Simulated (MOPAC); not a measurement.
A run for MOPAC: PM3 on NaS+, 2S+1 = 3, a spin state set in the input, which need not be the lowest, a point of a bond scan (R = 2.728 Å). Charge +1.

```
PM3 1SCF PRECISE CHARGE=1 UHF MS=1 THREADS=1
NaS

Na     0.00000000 1     0.00000000 1     0.00000000 1
S      0.00000000 1     0.00000000 1     2.72816000 1
```

Program output:

```
*******************************************************************************
 **                                                                           **
 **                              MOPAC v23.2.5                                **
 **                                                                           **
 *******************************************************************************
 ** MOPAC's Digital Object Identifier: https://doi.org/10.5281/zenodo.6511958 **
 **                                                                           **
 ** Please cite the open-source release paper for use of this MOPAC version:  **
 ** J. E. Moussa and J. J. P. Stewart (2026)                                  **
 ** MOPAC: An open-source semiempirical molecular orbital program             **
 ** J. Open Source Softw., 11(119), 8025, https://doi.org/10.21105/joss.08025 **
 *******************************************************************************

                              PM3 CALCULATION RESULTS

 *******************************************************************************
 *  PM3        - The PM3 Hamiltonian to be used
 *  UHF        - UNRESTRICTED HARTREE-FOCK CALCULATION
 *
 *
 *
 *                 CHARGE ON SYSTEM = +1
 *
 *
 *
 *  MS=        - IN MECI, MAGNETIC COMPONENT OF SPIN =  1.0
 *  PRECISE    - TIGHTER CRITERIA TO BE USED
 *  1SCF       - DO 1 SCF AND THEN STOP
 *  THREADS=1  - MULTI-THREADING NOT USED
 *  T=         - A TIME OF 172800.0 SECONDS REQUESTED
 *  DUMP=N     - RESTART FILE WRITTEN EVERY 7200.0 SECONDS REQUESTED
 *******************************************************************************
PM3 1SCF PRECISE CHARGE=1 UHF MS=1 THREADS=1
 NaS

   ATOM   CHEMICAL          X               Y               Z
  NUMBER   SYMBOL      (ANGSTROMS)     (ANGSTROMS)     (ANGSTROMS)

     1      Na          0.00000000  *   0.00000000  *   0.00000000  *
     2       S          0.00000000  *   0.00000000  *   2.72816000  *



          CARTESIAN COORDINATES

    NO.       ATOM           X           Y           Z

     1        Na          0.0000      0.0000      0.0000
     2         S          0.0000      0.0000      2.7282

 Na: (PM3): J. J. P. STEWART, J. MOL. MOD., 10, 155-164 (2004)
  S: (PM3): J. J. P. STEWART, J. COMP. CHEM. 10, 209 (1989).

           Empirical Formula: Na S  =     2 atoms



      MOLECULAR POINT GROUP   :   C*v


          UHF CALCULATION, NO. OF ALPHA ELECTRONS =    4
                           NO. OF BETA  ELECTRONS =    2

 -------------------------------------------------------------------------------
 PM3 1SCF PRECISE CHARGE=1 UHF MS=1 THREADS=1
 NaS



     1SCF WAS SPECIFIED, SO BFGS WAS NOT USED
     SCF FIELD WAS ACHIEVED


                              PM3 CALCULATION
                                                       MOPAC v23.2.5 Linux




          FINAL HEAT OF FORMATION =        182.14727 KCAL/MOL =     762.10416 KJ/MOL


          COSMO AREA              =        115.08 SQUARE ANGSTROMS
          COSMO VOLUME            =        107.46 CUBIC ANGSTROMS

          IONIZATION POTENTIAL    =         13.889655 EV
          ALPHA SOMO LUMO (EV)    =        -16.036 -4.137
          BETA  SOMO LUMO (EV)    =        -13.890 -6.827
          NO. OF ALPHA ELECTRONS  =          4
          NO. OF BETA  ELECTRONS  =          2
          MOLECULAR WEIGHT        =         55.0498         POINT GROUP:  C*v

          MOLECULAR DIMENSIONS (Angstroms)

            Atom       Atom       Distance
            S     2   Na     1     2.72816
            S     2   Na     1     0.00000
           Na     1    S     2     0.00000


          SCF CALCULATIONS        =          1





   ATOM   CHEMICAL          X               Y               Z
  NUMBER   SYMBOL      (ANGSTROMS)     (ANGSTROMS)     (ANGSTROMS)

     1      Na          0.00000000  *   0.00000000  *   0.00000000  *
     2       S          0.00000000  *   0.00000000  *   2.72816000  *

                             CARTESIAN COORDINATES

   1   Na        0.000000000     0.000000000     0.000000000
   2    S        0.000000000     0.000000000     2.728160000


           Empirical Formula: Na S  =     2 atoms



      MOLECULAR POINT GROUP   :   C*v


          ALPHA EIGENVALUES
 -30.76583 -17.59348 -17.59348 -16.03612  -4.13734  -3.20153  -3.20153  -2.92153


           BETA EIGENVALUES
 -22.85058 -13.88965  -6.82666  -6.82666  -4.12566  -3.01782  -3.01782  -2.54318


              NET ATOMIC CHARGES AND DIPOLE CONTRIBUTIONS

  ATOM NO.   TYPE          CHARGE      No. of ELECS.   s-Pop       p-Pop
    1         Na           0.828905        0.1711     0.01717     0.15392
    2          S           0.171095        5.8289     1.95929     3.86961
 DIPOLE           X         Y         Z       TOTAL
 POINT-CHG.     0.000     0.000    -5.389     5.389
 HYBRID        -0.000     0.000    -0.454     0.454
 SUM           -0.000     0.000    -5.844     5.844


          ATOMIC ORBITAL ELECTRON POPULATIONS

     Atom    s        px        py        pz
    1 Na   0.01717   0.01003   0.01003   0.13386
    2  S   1.95929   0.98997   0.98997   1.88967


                    (SZ)    =    1.000000
                    (S**2)  =    2.006393


          ATOMIC ORBITAL SPIN POPULATIONS

    Atom   Total    s     px     py     pz
         Atomic
    1 Na -0.0205 -0.006  0.010  0.010 -0.035
    2  S  2.0205  0.015  0.990  0.990  0.026

 **********************
 *                    *
 * JOB ENDED NORMALLY *
 *                    *
 **********************




 == MOPAC DONE ==
```

The run finished.

Cost: about 0.03 core-seconds (a rough figure).
